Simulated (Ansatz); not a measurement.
Computed with Ansatz on PBE0-D4/def2-TZVP structures; ΔE is electronic, products minus reactants. CCSD(T)/CBS adds triple-zeta CCSD(T) − MP2 to the extrapolated MP2 energy (def2 sets, frozen cores). This one scheme is used for every species. DFT in def2-TZVPP. B3LYP here is the variant with VWN-RPA as its local correlation; programs differ in this. HSE06 is defined as in plane-wave codes. Elements past krypton have def2 core potentials. For Sn outer-core shells are correlated without core-valence functions, which leaves a few kJ/mol of doubt a bond. One conformer a species, not always the lowest.

Reaction (ligand exchange at the Sn–O bond): `C[O][SnH]([NH2])[F]` + HCl → `[NH2][SnH]([F])[Cl]` + CH₃OH

`C[O][SnH]([NH2])[F]`:

```xyz
11

C    -1.003    0.233   -1.480
O    -1.272   -0.430   -0.266
Sn   -0.111   -0.196    1.284
N     1.822   -0.548    0.884
F    -0.094    1.682    1.690
H    -1.213    1.306   -1.414
H    -1.650   -0.195   -2.251
H     0.038    0.108   -1.809
H    -0.818   -1.044    2.562
H     1.980   -1.220    0.145
H     2.321    0.303    0.657
```

HCl:

Z-matrix (Å, degrees):
```
Cl
H 1 1.279
```

`[NH2][SnH]([F])[Cl]`:

```xyz
7

N     0.387    0.132    1.270
Sn    0.075   -0.195   -0.674
F    -0.692    1.366   -1.487
Cl   -1.563   -1.813   -0.794
H    -0.465    0.067    1.813
H     0.825    1.023    1.470
H     1.434   -0.582   -1.600
```

CH₃OH:

Z-matrix (Å, degrees):
```
C
O 1 1.409
H 1 1.097 2 112.4
H 1 1.090 2 107.0 3 -118.5
H 1 1.097 2 112.4 3 123.0
H 2 0.959 1 108.5 3 -61.6
```

```tsv
level	ΔE (kJ/mol)	difference from CCSD(T)/CBS
LDA (SPW92)	-67.5	-1.6
PBE-D4	-69.6	-3.7
revPBE-D4	-68.1	-2.2
BLYP-D4	-64.3	1.6
r2SCAN-D4	-70.4	-4.5
B97M-V	-71.2	-5.3
PBE0-D4	-75.1	-9.2
B3LYP-D4	-69.4	-3.5
r2SCANh-D4	-72.5	-6.6
r2SCAN0-D4	-75.3	-9.4
HSE06-D4	-75.5	-9.6
BHLYP-D4	-74.9	-9.0
ωB97X-V	-69.1	-3.2
ωB97M-V	-70.9	-5.0
B2PLYP	-68.7	-2.8
PBE-QIDH	-73.6	-7.7
PBE	-71.9	-6.0
revPBE	-73.8	-7.9
BLYP	-68.8	-2.9
r2SCAN	-71.3	-5.4
PBE0	-77.2	-11.3
B3LYP	-72.8	-6.9
r2SCANh	-73.4	-7.5
r2SCAN0	-76.3	-10.4
HSE06	-77.5	-11.6
BHLYP	-76.9	-11.0
CAM-B3LYP	-69.7	-3.8
LC-ωPBE	-70.9	-5.0
HF/def2-SVP	-85.5	-19.6
MP2/def2-SVP	-62.9	3.0
CCSD/def2-SVP	-65.5	0.4
CCSD(T)/def2-SVP	-63.2	2.7
HF/def2-TZVPP	-82.5	-16.6
MP2/def2-TZVPP	-64.8	1.1
CCSD/def2-TZVPP	-65.5	0.4
HF/def2-QZVPP	-82.3	-16.4
SCS-MP2/def2-QZVPP	-65.9	0.0
HF/CBS(def2)	-82.3	-16.4
MP2/CBS(def2)	-67.6	-1.7
CCSD/CBS(def2)	-68.4	-2.5
CCSD(T)/CBS	-65.9	0
```

Largest T1 diagnostic among the species: 0.014.

From PBE to PBE0 (25 % exact exchange), in def2-TZVPP and without D4, ΔE moves by −5.3 kJ/mol. The D4 term adds +3.4 kJ/mol with B3LYP and +2.1 kJ/mol with PBE0; it sums over pairs of atoms, weighted by their polarisabilities, and B3LYP, whose exchange is more repulsive, gets the larger term. In def2-TZVPP, CCSD(T) changes the Hartree–Fock value by +19.5 kJ/mol (the triples alone add +2.5 kJ/mol) and MP2 by +17.7 kJ/mol.
